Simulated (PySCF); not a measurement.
C₄H₈ClFSi, singlet, at a GFN2-xTB geometry, atoms displaced at random by about 0.08 Å a coordinate; PBE/STO-3G, gradient (PySCF).

Here is a job for PySCF.
```python
from pyscf import gto, scf, dft

mol = gto.M(
    atom='''
C    -2.759445   -0.695571   -0.793422
C    -1.878656   -0.850476   -0.000328
Si   -0.196007   -0.057684   -0.047588
F    -0.192502    1.049702   -1.412621
Cl    0.443089    1.200663    1.527113
C     1.384541   -1.322407   -0.339757
C     2.667674   -0.545527   -0.602090
H    -2.926725    0.008185   -1.687542
H    -3.716835   -1.193869   -0.469661
H    -1.899318   -1.406275    1.132771
H     1.197826   -1.697317   -1.313570
H     1.333574   -1.959642    0.410743
H     2.986543   -0.177515    0.312095
H     3.492644   -1.283842   -0.667799
H     2.683068    0.161658   -1.370443
''',
    basis='sto-3g',
    charge=0,
    spin=0,
    verbose=3,
)

mf = dft.RKS(mol)
mf.xc = 'pbe'
mf.kernel()
g = mf.nuc_grad_method()
grad = g.kernel()
```

The log (banner, timings and long lists left out):

```
converged SCF energy = -994.345844070739
--------------- RKS gradients ---------------
         x                y                z
0 C     0.2555228868    -0.0315978196     0.1679037754
1 C    -0.2398565663     0.0432479346    -0.2619460589
2 Si    -0.0539723304    -0.0245577135     0.0794722686
3 F     0.0017766455     0.0359961522    -0.0418050431
4 Cl     0.0056675312    -0.0016014341    -0.0128320333
5 C     0.0507842626    -0.1331908604     0.0882414842
6 C    -0.0230788343     0.0730578083    -0.0444786464
7 H    -0.0198331958     0.0223491342    -0.0196462917
8 H    -0.0000166147    -0.0061300005     0.0194019464
9 H     0.0167334650    -0.0203196089     0.0758660531
10 H     0.0213297759     0.0360840008     0.0244111308
11 H    -0.0099305276     0.0851129482    -0.0866214910
12 H    -0.0109278828    -0.0511158823    -0.0530323862
13 H     0.0015391726     0.0041903904     0.0274299202
14 H     0.0042451856    -0.0315074798     0.0377223324
----------------------------------------------
```
